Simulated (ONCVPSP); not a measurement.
# Plane-wave convergence, ONCV potential for Se (Z = 34)

Se (Z = 34), optimised norm-conserving Vanderbilt (ONCV), made with ONCVPSP 4.0.1 (PBE, scalar-relativistic). Core [Ne], reference 3s2 3p6 3d10 4s2 4p3 (charge +1). Waves: 3s+4s: rc 0.95 bohr, ncon 3, nbas 7, qcut 15.8 1/bohr, 2 projectors; 3p+4p: rc 1.05 bohr, ncon 5, nbas 8, qcut 10.2 1/bohr, 2 projectors; 3d: rc 1.20 bohr, ncon 3, nbas 8, qcut 10.9 1/bohr, 3 projectors, debl 2.8 Ha. Local part: polynomial inside 0.90 bohr (lpopt 5, dvloc0 2 Ha). Core correction: Teter function, fcfact 2.75, rcfact 1.45.

Task: For each optimised wave give the share of its norm inside rc, the residual kinetic energy above qcut (Ha) and the cutoffs (Ha) for errors of 10, 1, 0.1 and 0.01 mHa per electron.

Result:

```json
{"wave": "3s", "norm inside rc": "0.946", "residual KE": "1.1e-07", "10 mHa": "64.0", "1 mHa": "81.4", "0.1 mHa": "95.1", "0.01 mHa": "106.2"}
{"wave": "4s", "norm inside rc": "0.069", "residual KE": "5.2e-08", "10 mHa": "51.8", "1 mHa": "72.9", "0.1 mHa": "89.6", "0.01 mHa": "102.8"}
{"wave": "3p", "norm inside rc": "0.958", "residual KE": "4.2e-03", "10 mHa": "47.8", "1 mHa": "91.7", "0.1 mHa": "165.7", "0.01 mHa": "188.2"}
{"wave": "4p", "norm inside rc": "0.056", "residual KE": "9.0e-04", "10 mHa": "39.6", "1 mHa": "51.4", "0.1 mHa": "87.1", "0.01 mHa": "165.3"}
{"wave": "3d", "norm inside rc": "0.944", "residual KE": "4.9e-04", "10 mHa": "49.9", "1 mHa": "57.0", "0.1 mHa": "177.4", "0.01 mHa": "not reached"}
{"wave": "d projector 2", "norm inside rc": "0.026", "residual KE": "2.0e-04", "10 mHa": "43.2", "1 mHa": "53.3", "0.1 mHa": "71.4", "0.01 mHa": "213.8"}
{"wave": "d projector 3", "norm inside rc": "0.064", "residual KE": "1.6e-03", "10 mHa": "51.7", "1 mHa": "61.5", "0.1 mHa": "115.4", "0.01 mHa": "268.8"}
```

The occupied waves need 92 Ha and 177 Ha for 1 and 0.1 mHa.
